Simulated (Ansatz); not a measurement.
BrClGa (`[Cl][Ga][Br]`) radical at its PBE0-D4/def2-TZVP geometry, where that method's forces vanish. Total charge 0; spin multiplicity 2.

```xyz
3

Cl    1.3303   -1.1894    0.7566
Ga   -0.1345    0.3937    0.6293
Br   -1.1957    0.7957   -1.3859
```

(1) What forces (eV/Å) does PBE-D4/def2-TZVPP give on these atoms in Ansatz? (Estimate.)

## Answers

(1) Computed: 
```
Cl1  0.225 -0.238  0.033
Ga2 -0.082  0.176  0.220
Br3 -0.143  0.062 -0.253
```
